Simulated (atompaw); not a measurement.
Before and after: PAW (atompaw) potential for arsenic (As)

As (Z = 33), PAW, made with atompaw 4.2.0.5 (PBEsol, scalar-relativistic). Core [Ar], reference 3d10 4s2 4p3. Waves: 4s (bound): rc 1.80 bohr; 4s channel at -0.3 Ry: rc 1.80 bohr; 4p (bound): rc 1.80 bohr; 4p channel at 0.25 Ry: rc 1.80 bohr; 3d (bound): rc 1.05 bohr; 3d channel at 2.05 Ry: rc 1.05 bohr. Local part: troulliermartins scheme with l = 3 at 0 Ry, radius 1.30 bohr. Core correction: smooth core density matched at 1.65 bohr. Augmentation charge: sinc compensation charge, radius 1.35 bohr; PAW radius 1.80 bohr; waves and projectors: custom rrkj vanderbiltortho.

All-electron outer shells of the reference configuration (PBEsol, scalar-relativistic, ld1.x):

```json
{"shell": "3s", "level (eV)": "-189.91", "outermost node (bohr)": "0.25", "outermost maximum (bohr)": "0.52"}
{"shell": "3p", "level (eV)": "-133.47", "outermost node (bohr)": "0.22", "outermost maximum (bohr)": "0.52"}
{"shell": "3d", "level (eV)": "-40.64", "outermost node (bohr)": "–", "outermost maximum (bohr)": "0.47"}
{"shell": "4s", "level (eV)": "-14.50", "outermost node (bohr)": "0.73", "outermost maximum (bohr)": "1.61"}
{"shell": "4p", "level (eV)": "-5.20", "outermost node (bohr)": "0.78", "outermost maximum (bohr)": "1.97"}
```

Change: all radii scaled by about 0.90 (s 1.62, p 1.62, d 0.94 bohr); local potential troulliermartins scheme with l = 3 at 0 Ry, radius 1.16 bohr; augmentation sinc compensation charge, radius 1.20 bohr; PAW radius 1.62 bohr; waves and projectors: custom rrkj vanderbiltortho; core correction smooth core density matched at 1.48 bohr.

Cutoffs: the cutoffs (Ry, on a coarse ladder) from which the occupation-weighted sum of valence levels, in a spherical-Bessel basis at the reference potential, stays within 10 and 1 mRy of its value at 400 Ry; they do not see the model core or the augmentation charge, which bear on the density cutoff.

Task: What does the change do?

Result: The potential gets harder (140 Ry and 230 Ry → 180 Ry and 300 Ry); both files keep a bound ghost (s). A smaller radius makes the pseudo-wave follow the all-electron one further in, where it bends more sharply, so more plane waves are needed.

| quantity | base | changed |
| --- | --- | --- |
| cutoff, loose | 140 Ry | 180 Ry |
| cutoff, tight | 230 Ry | 300 Ry |
| loose cutoff by channel (10 mRy a level) | s 6 Ry, p 6 Ry, d 90 Ry | s 8 Ry, p 6 Ry, d 110 Ry |
| bound ghosts | s | s |
| lowest overlap eigenvalue by channel | s 0.25, p 0.51, d 0.23 | s 0.28, p 0.57, d 0.62 |

 A true bound ghost makes a file unfit for plane-wave use even where its test errors are small: the radial tests pick states by their node count and pass the ghost by. The cutoffs see the waves, projectors and local potential, not the compensation charge or the core.
